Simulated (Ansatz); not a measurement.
The cluster CrO2⁻. The state is a doublet with charge -1. Geometry PBE-D4/def2-TZVP, that of the neutral singlet; atoms count from 1.

Cartesian coordinates in Å:
```
Cr -0.203 0.192 0.502
O 0.509 -1.217 0.343
O -0.305 1.025 -0.845
```

The charge -1 doublet is spin-contaminated (final ⟨S²⟩ up to 1.66, 0.75 for a pure state). The structure comes from a short search, and lower isomers may exist.

**Question.** Estimate the Mulliken populations from the PBE0/def2-TZVPD orbitals of Ansatz.

**Answer.** 
```csv
atom,charge (e),spin (α − β),d electrons
Cr1,0.84,1.14,4.27
O2,-0.92,-0.07,–
O3,-0.92,-0.07,–
```
Mulliken values depend strongly on the basis. With diffuse functions, as here, like atoms can get unlike values, and bond orders can come out too low or too high.

**Question.** Where does the spin sit?

**Answer.** Summed by element: Cr 1.14, O -0.14, of 1 unpaired in all. Largest on single atoms: Cr1 1.14, O2 -0.07, O3 -0.07.

**Question.** And the Mayer bond orders between heavy atoms (over 0.3)?

**Answer.** Cr1–O2 1.51 (1.59 Å); Cr1–O3 1.51 (1.59 Å).
